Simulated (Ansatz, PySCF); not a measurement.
The PySCF input:
```python
from pyscf import gto, scf, dft

mol = gto.Mole()
mol.atom = '''
    Hf   -0.00436919    0.00953251    0.00444507
    O     1.76207235    0.66863240   -0.22038935
    H     1.81315123    1.21488920   -1.01269358
    O     0.24472185   -0.53589057    1.81917282
    H     1.19828968   -0.41172282    1.91245785
    O    -0.37330308    0.81642367   -1.68835850
    H    -1.15387611    0.31482316   -1.95764276
    O    -1.60681486   -1.00736662    0.06243549
    H    -1.75639317   -1.33872154    0.95494980
'''
mol.basis = 'def2-svp'
mol.ecp = {'Hf': 'def2-svp'}
mol.spin = 2
mol.verbose = 4
mol.build()

mf = dft.UKS(mol)
mf.xc = 'camb3lyp'
mf.grids.atom_grid = (99, 590)
mf.grids.prune = None
mf.kernel()
```

Give the equivalent Ansatz (a quantum-chemistry and plane-wave program) input.

Several could match; the one computed here: 
Ansatz 0.2 input:
```yaml
crystal:
  periodic: [false, false, false]
  atoms:
    - {symbol: Hf, position_ang: [-0.00436919, 0.00953251, 0.00444507]}
    - {symbol: O, position_ang: [1.76207235, 0.66863240, -0.22038935]}
    - {symbol: H, position_ang: [1.81315123, 1.21488920, -1.01269358]}
    - {symbol: O, position_ang: [0.24472185, -0.53589057, 1.81917282]}
    - {symbol: H, position_ang: [1.19828968, -0.41172282, 1.91245785]}
    - {symbol: O, position_ang: [-0.37330308, 0.81642367, -1.68835850]}
    - {symbol: H, position_ang: [-1.15387611, 0.31482316, -1.95764276]}
    - {symbol: O, position_ang: [-1.60681486, -1.00736662, 0.06243549]}
    - {symbol: H, position_ang: [-1.75639317, -1.33872154, 0.95494980]}
basis:
  gaussian:
    orbitals: def2-SVP
hamiltonian:
  xc: cam_b3lyp
magnetization: {spin_polarized: true, initial_magnetization: 2}
accuracy: high
```

Both were run: PySCF gave -350.929486 Eh and Ansatz -350.929489 Eh, 0.003 mEh apart.
